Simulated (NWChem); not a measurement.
System: CH₃BeBr; SMILES [Br][Be][CH3]

All runs: NWChem. Geometry: optimised at B3LYP/6-31G* (spherical d). Vertical excitations in the gas phase; the lowest state need not have the same character in each row.

| level | lowest excitation, singlet (eV) | orbital gap (eV) |
|---|---|---|
| PBE/def2-SVPD, full TDDFT | 6.55 | 6.55 |
| B3LYP/def2-SVPD, full TDDFT | 6.89 | 8.11 |
| LDA (Slater exchange, VWN5)/def2-SVPD, full TDDFT | 6.48 | 6.48 |
| PBE0/def2-SVPD, full TDDFT | 7.06 | 8.59 |
